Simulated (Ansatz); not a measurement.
Cost and result for the atomization energy of CH$_{5}$AlOSi (9 atoms, 10 bonds).

Cartesian coordinates in Å:
```
Al 1.448 0.537 -0.425
Si -0.415 -1.015 -0.793
C -0.926 -0.326 0.866
O -0.337 0.698 0.031
H 1.805 1.491 -1.630
H 2.371 0.150 0.800
H -1.630 -0.905 -1.670
H -0.348 -0.533 1.764
H -1.969 -0.094 1.057
```

Charge 0, multiplicity 1. The bonds changed during the relaxation, so this is another structure than the one it started from. The structure was optimised at the PBE0-D4/def2-TZVP level. Program: Ansatz. All runs use 2 threads of an Arm Neoverse V2 on a shared host. Times are those of one run each, without the atoms' runs, and a repeat can differ threefold. Electronic energies, without spin–orbit coupling; frozen cores. CCSD(T)/CBS adds CCSD(T) − MP2 in def2-TZVPP to the MP2 limit, and its time is that of the two runs behind it. T1 = 0.016. B3LYP takes the VWN-RPA correlation (the form of Gaussian; ORCA's B3LYP/G). HSE06 is the plane-wave form, built on full-range PBE exchange.

CCSD(T)/CBS is a level of theory with its own doubt, some kJ/mol a heavy atom from the limit and from the frozen cores, so smaller differences don't rank the functionals.

```
                            level  functions  wall time  atomization (kcal/mol)  difference from CCSD(T)/CBS  per bond
           LDA (SPW92)/def2-TZVPP        216      1.4 s                   800.4                         98.6       9.9
             revPBE-D4/def2-TZVPP        216      2.4 s                   692.6                         -9.2      -0.9
                 CCSD(T)/def2-SVP         89      2.6 s                   656.2                        -45.6      -4.6
              BHLYP-D4/def2-TZVPP        216      3.6 s                   676.3                        -25.5      -2.6
              HSE06-D4/def2-TZVPP        216      3.8 s                   695.9                         -5.9      -0.6
          CAM-B3LYP-D4/def2-TZVPP        216      3.8 s                   700.5                         -1.3      -0.1
B3LYP-D4/def2-TZVPP (with forces)        216      5.5 s                   697.1                         -4.7      -0.5
            r2SCANh-D4/def2-TZVPP        216      6.5 s                   698.8                         -3.0      -0.3
              PBE-QIDH/def2-TZVPP        216      6.5 s                   691.8                        -10.0      -1.0
 ωB97M-V/def2-TZVPP (with forces)        216       14 s                   703.2                          1.4       0.1
                   MP2/def2-QZVPP        404       21 s                   702.9                          1.1       0.1
               CCSD(T)/def2-TZVPP        216       66 s                   681.7                        -20.1      -2.0
                CCSD(T)/CBS(def2)          –       87 s                   701.8                          0.0       0.0
```

The D4 term adds +7.3 kcal/mol with B3LYP and +3.8 kcal/mol with PBE0; it sums over pairs of atoms, weighted by their polarisabilities, and B3LYP, whose exchange is more repulsive, gets the larger term. In def2-TZVPP, CCSD(T) changes the Hartree–Fock value by +186.0 kcal/mol (the triples alone add +12.0 kcal/mol) and MP2 by +195.1 kcal/mol; breaking electron pairs costs correlation energy, which Hartree–Fock lacks. From r2SCAN to r2SCAN0 (25 % exact exchange), in def2-TZVPP and without D4, the atomization energy moves by −13.8 kcal/mol: exact exchange takes away binding that semilocal exchange gives to molecules.
